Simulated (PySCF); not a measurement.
1-ethenoxypropa-1,2-diene (C5H6O), SMILES C=C=COC=C.

Geometry: B3LYP-D3(BJ)/def2-SVP. One conformer was computed; it need not be the lowest.

Two levels are set side by side: PBE/def2-TZVP (PySCF) and PBE0/def2-TZVP (PySCF). Same geometry, gas phase. Differences are taken from unrounded values.

```
quantity                      PBE0
---------------------------  -----
orbital gap (eV)              6.32
highest occupied level (eV)  -6.63
lowest empty level (eV)      -0.31
dipole moment (D)             0.64
mean polarisability (bohr³)   69.4
```

Question: What does PBE give, and how far is it from PBE0? (The exact figures need the calculation; the answer reports its results.)

Answer: 
| quantity | PBE | PBE minus PBE0 |
|---|---|---|
| orbital gap (eV) | 4.13 | -2.19 |
| highest occupied level (eV) | -5.49 | 1.14 |
| lowest empty level (eV) | -1.36 | -1.05 |
| dipole moment (D) | 0.57 | -0.06 |
| mean polarisability (bohr³) | 71.7 | 2.3 |

PBE's occupied levels lie high since its potential decays too fast outside the molecule; exact exchange lowers them and widens the gap. Loosely held outer electrons make PBE densities more polarisable. Differences between two approximate levels are no errors against the true value.

Rough cost on one machine, each run with all the roots and properties that it gave: PBE0 against PBE within a factor of 2.
